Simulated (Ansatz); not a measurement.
## Molecular dynamics of HCl

input.yaml

```yaml
accuracy: low
crystal:
  lattice:
    - [8.490185, 0.0, 0.0]
    - [0.0, 8.490185, 0.0]
    - [0.0, 0.0, 8.490185]
  atoms:
    - { symbol: Cl, position: [0.14734264, 0.05002038, 0.32520567] }
    - { symbol: H, position: [0.21983586, 0.06544221, 0.19163411] }
    - { symbol: Cl, position: [0.87282615, 0.79804705, 0.54964711] }
    - { symbol: H, position: [0.91003839, 0.77195245, 0.40294584] }
    - { symbol: Cl, position: [0.63149708, 0.18064405, 0.28113708] }
    - { symbol: H, position: [0.59532098, 0.25812178, 0.40680686] }
    - { symbol: Cl, position: [0.31808242, 0.08617326, 0.94498268] }
    - { symbol: H, position: [0.2677432, -0.05462886, 0.90860463] }
    - { symbol: Cl, position: [0.73621952, -0.04205063, 0.90814009] }
    - { symbol: H, position: [0.6356053, 0.05536487, 0.84727998] }
    - { symbol: Cl, position: [1.00367428, 0.39147405, 0.60022444] }
    - { symbol: H, position: [0.95445059, 0.53556772, 0.60610717] }
    - { symbol: Cl, position: [0.47018722, 0.71425457, 0.16490936] }
    - { symbol: H, position: [0.56526939, 0.80904382, 0.0929836] }
    - { symbol: Cl, position: [0.93435748, 0.71576271, 0.14353552] }
    - { symbol: H, position: [0.93691323, 0.56549069, 0.10996775] }
    - { symbol: Cl, position: [0.18158437, 0.71054435, 0.83632547] }
    - { symbol: H, position: [0.26608713, 0.73340035, 0.71114492] }
    - { symbol: Cl, position: [0.53482509, 0.45672435, 0.60892498] }
    - { symbol: H, position: [0.55702174, 0.56876364, 0.50857095] }
    - { symbol: Cl, position: [0.44355115, 0.88217792, 0.56253545] }
    - { symbol: H, position: [0.3426749, 0.93495132, 0.45951652] }
    - { symbol: Cl, position: [-0.03710591, 0.32550049, 1.02032585] }
    - { symbol: H, position: [0.0017991, 0.35616183, 0.8763558] }
basis:
  ecutwfc: 500.0
kpoints:
  mp_grid: { grid: [1, 1, 1] }
hamiltonian:
  xc: r2scan
  dispersion: d3bj
scf:
  occupations: { method: fermi_dirac, width: 0.02 }
  lower_state_search: "off"
md:
  timestep: 0.5
  n_steps: 40
  ensemble: nvt_langevin
  temperature: 700.0
  initial_velocities: maxwell_boltzmann
  seed: 326232
  friction: 0.02
```

Launched with:

```bash
$ ansatz run input.yaml --threads 1 --pin off --max-ram 3072MiB --backend cpu --events-out ev --progress --plain --runs-dir out
```

It starts from a partly relaxed structure (largest force component 0.27 eV/Å).

Output, in part (step lines):

```
md step     0: t =     0.00 fs  T =   670.8 K  F+E_penalty+E_count = -13207.48367361 eV  E_kin = 2.081086 eV  (8 SCF iters)
md step     1: t =     0.50 fs  T =   612.2 K  F+E_penalty+E_count = -13207.45509094 eV  E_kin = 1.899188 eV  (7 SCF iters)
md step     2: t =     1.00 fs  T =   626.5 K  F+E_penalty+E_count = -13207.39209323 eV  E_kin = 1.943610 eV  (7 SCF iters)
md step     3: t =     1.50 fs  T =   607.5 K  F+E_penalty+E_count = -13207.31224091 eV  E_kin = 1.884688 eV  (7 SCF iters)
md step     4: t =     2.00 fs  T =   608.6 K  F+E_penalty+E_count = -13207.24123137 eV  E_kin = 1.888055 eV  (6 SCF iters)
md step     5: t =     2.50 fs  T =   551.8 K  F+E_penalty+E_count = -13207.20578516 eV  E_kin = 1.711962 eV  (5 SCF iters)
md step     6: t =     3.00 fs  T =   559.7 K  F+E_penalty+E_count = -13207.20734154 eV  E_kin = 1.736289 eV  (5 SCF iters)
md step     7: t =     3.50 fs  T =   590.2 K  F+E_penalty+E_count = -13207.23895440 eV  E_kin = 1.830799 eV  (5 SCF iters)
md step     8: t =     4.00 fs  T =   637.8 K  F+E_penalty+E_count = -13207.29026962 eV  E_kin = 1.978747 eV  (5 SCF iters)
md step     9: t =     4.50 fs  T =   659.5 K  F+E_penalty+E_count = -13207.33608292 eV  E_kin = 2.045960 eV  (5 SCF iters)
md step    10: t =     5.00 fs  T =   627.1 K  F+E_penalty+E_count = -13207.35723887 eV  E_kin = 1.945417 eV  (7 SCF iters)
md step    11: t =     5.50 fs  T =   621.8 K  F+E_penalty+E_count = -13207.34615676 eV  E_kin = 1.929045 eV  (5 SCF iters)
md step    12: t =     6.00 fs  T =   608.0 K  F+E_penalty+E_count = -13207.30686584 eV  E_kin = 1.886072 eV  (5 SCF iters)
md step    13: t =     6.50 fs  T =   580.0 K  F+E_penalty+E_count = -13207.24953685 eV  E_kin = 1.799439 eV  (5 SCF iters)
md step    14: t =     7.00 fs  T =   570.6 K  F+E_penalty+E_count = -13207.17995332 eV  E_kin = 1.770027 eV  (5 SCF iters)
md step    15: t =     7.50 fs  T =   555.1 K  F+E_penalty+E_count = -13207.10544347 eV  E_kin = 1.722163 eV  (5 SCF iters)
md step    16: t =     8.00 fs  T =   533.6 K  F+E_penalty+E_count = -13207.03886814 eV  E_kin = 1.655242 eV  (5 SCF iters)
md step    17: t =     8.50 fs  T =   512.1 K  F+E_penalty+E_count = -13206.99081945 eV  E_kin = 1.588786 eV  (4 SCF iters)
md step    18: t =     9.00 fs  T =   525.3 K  F+E_penalty+E_count = -13206.95804293 eV  E_kin = 1.629686 eV  (4 SCF iters)
md step    19: t =     9.50 fs  T =   521.2 K  F+E_penalty+E_count = -13206.93778331 eV  E_kin = 1.616868 eV  (5 SCF iters)
md step    20: t =    10.00 fs  T =   530.5 K  F+E_penalty+E_count = -13206.94094580 eV  E_kin = 1.645861 eV  (6 SCF iters)
md step    21: t =    10.50 fs  T =   521.4 K  F+E_penalty+E_count = -13206.96561259 eV  E_kin = 1.617525 eV  (5 SCF iters)
md step    22: t =    11.00 fs  T =   546.1 K  F+E_penalty+E_count = -13207.00407975 eV  E_kin = 1.694245 eV  (5 SCF iters)
md step    23: t =    11.50 fs  T =   517.7 K  F+E_penalty+E_count = -13207.04084765 eV  E_kin = 1.606059 eV  (4 SCF iters)
md step    24: t =    12.00 fs  T =   504.7 K  F+E_penalty+E_count = -13207.06033071 eV  E_kin = 1.565755 eV  (5 SCF iters)
md step    25: t =    12.50 fs  T =   511.4 K  F+E_penalty+E_count = -13207.05437263 eV  E_kin = 1.586596 eV  (5 SCF iters)
md step    26: t =    13.00 fs  T =   446.0 K  F+E_penalty+E_count = -13207.01852779 eV  E_kin = 1.383625 eV  (5 SCF iters)
md step    27: t =    13.50 fs  T =   430.8 K  F+E_penalty+E_count = -13206.96184278 eV  E_kin = 1.336463 eV  (5 SCF iters)
md step    28: t =    14.00 fs  T =   403.7 K  F+E_penalty+E_count = -13206.89826143 eV  E_kin = 1.252231 eV  (5 SCF iters)
md step    29: t =    14.50 fs  T =   421.2 K  F+E_penalty+E_count = -13206.84162325 eV  E_kin = 1.306587 eV  (5 SCF iters)
md step    30: t =    15.00 fs  T =   426.0 K  F+E_penalty+E_count = -13206.80003545 eV  E_kin = 1.321631 eV  (6 SCF iters)
md step    31: t =    15.50 fs  T =   414.2 K  F+E_penalty+E_count = -13206.78556163 eV  E_kin = 1.284818 eV  (5 SCF iters)
md step    32: t =    16.00 fs  T =   410.0 K  F+E_penalty+E_count = -13206.80419757 eV  E_kin = 1.272004 eV  (5 SCF iters)
md step    33: t =    16.50 fs  T =   454.9 K  F+E_penalty+E_count = -13206.84309164 eV  E_kin = 1.411189 eV  (5 SCF iters)
md step    34: t =    17.00 fs  T =   468.2 K  F+E_penalty+E_count = -13206.87813648 eV  E_kin = 1.452578 eV  (5 SCF iters)
md step    35: t =    17.50 fs  T =   474.6 K  F+E_penalty+E_count = -13206.88894810 eV  E_kin = 1.472372 eV  (4 SCF iters)
md step    36: t =    18.00 fs  T =   468.3 K  F+E_penalty+E_count = -13206.86776343 eV  E_kin = 1.452931 eV  (5 SCF iters)
md step    37: t =    18.50 fs  T =   462.5 K  F+E_penalty+E_count = -13206.82071012 eV  E_kin = 1.434789 eV  (5 SCF iters)
md step    38: t =    19.00 fs  T =   463.1 K  F+E_penalty+E_count = -13206.76227842 eV  E_kin = 1.436668 eV  (5 SCF iters)
md step    39: t =    19.50 fs  T =   484.8 K  F+E_penalty+E_count = -13206.70745233 eV  E_kin = 1.503882 eV  (5 SCF iters)
md step    40: t =    20.00 fs  T =   500.3 K  F+E_penalty+E_count = -13206.66619066 eV  E_kin = 1.552106 eV  (6 SCF iters)
```

The run went to its last step. The mean temperature of the second half is 33 % below the set value. A run of 0.02 ps of so small a system gives no equilibrium averages. Limits of this set-up: coarse k mesh, low accuracy level.

Mean squared displacements from the first frame to the last, about the centre of mass: Cl 0.01 Å², H 0.32 Å².

Last frame:

```xyz
24
Lattice="8.4902 0.0000 0.0000 0.0000 8.4902 0.0000 0.0000 0.0000 8.4902" Properties=species:S:1:pos:R:3
Cl 1.253 0.380 2.664
H 1.837 0.327 1.450
Cl 7.432 6.828 4.634
H 7.782 7.011 3.424
Cl 5.355 1.676 2.350
H 5.181 2.690 3.092
Cl 2.688 0.720 7.994
H 1.719 -0.104 7.524
Cl 6.248 -0.199 7.677
H 5.354 0.706 7.463
Cl 8.459 3.228 5.099
H 8.986 4.366 5.528
Cl 3.964 5.988 1.336
H 4.878 6.818 1.096
Cl 8.050 6.029 1.229
H 7.872 4.790 1.406
Cl 1.530 6.117 7.068
H 2.537 6.435 6.396
Cl 4.575 3.921 5.216
H 5.185 4.405 4.170
Cl 3.856 7.527 4.864
H 3.126 7.520 3.797
Cl -0.417 2.750 8.580
H 0.358 2.545 7.486
```

Time of the run: 12 min on 1 thread of Arm Neoverse V1, on a shared host, peak memory 0.98 GiB.
